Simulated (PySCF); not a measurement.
H4OSi2, SMILES [SiH3][Si]O (connectivity only; charge and spin as stated), neutral, multiplicity 1.

Geometry optimised at PBE-D3(BJ)/def2-TZVP. One conformer was computed; it need not be the lowest.

These are PySCF with TDA-ωB97X/def2-SVPD values and carry that method's errors.

Vertical excitations. Isolated molecule, no solvent. State labels are in the subgroup Cs.

List the lowest excited states. (Estimate from the structure and the level; the computed values follow.)


| state | symmetry | energy (eV) | λ (nm) | f | main pairs |
|---|---|---|---|---|---|
| S1 | A" | 2.51 | 493 | 0.008 | HOMO→LUMO 98 % |
| S2 | A' | 4.84 | 256 | 0.052 | HOMO→LUMO+1 90 % |
| S3 | A' | 6.07 | 204 | 0.173 | HOMO→LUMO+3 66 %, HOMO→LUMO+2 24 % |
| S4 | A" | 6.10 | 203 | 0.023 | HOMO−1→LUMO 71 %, HOMO−3→LUMO 12 %, HOMO→LUMO+4 11 % |
| S5 | A' | 6.61 | 188 | 0.544 | HOMO→LUMO+2 69 %, HOMO→LUMO+3 20 % |
| S6 | A" | 6.64 | 187 | 0.073 | HOMO→LUMO+4 84 % |
| S7 | A' | 7.03 | 176 | 0.129 | HOMO→LUMO+5 94 % |
| S8 | A' | 7.28 | 170 | 0.108 | HOMO−2→LUMO 75 %, HOMO−4→LUMO 13 % |
| S9 | A" | 7.32 | 169 | 0.001 | HOMO−3→LUMO 81 %, HOMO−1→LUMO 14 % |
| S10 | A' | 7.61 | 163 | 0.036 | HOMO−4→LUMO 60 %, HOMO→LUMO+6 14 %, HOMO−2→LUMO 14 % |
| T1 | A" | 1.51 | 823 | 0 | HOMO→LUMO 96 % |
| T2 | A' | 4.00 | 310 | 0 | HOMO→LUMO+1 88 % |
| T3 | A" | 4.85 | 256 | 0 | HOMO−1→LUMO 58 %, HOMO−3→LUMO 24 %, HOMO→LUMO+4 9 % |
| T4 | A' | 5.40 | 230 | 0 | HOMO→LUMO+3 77 % |
Triplets are in the Tamm–Dancoff approximation.
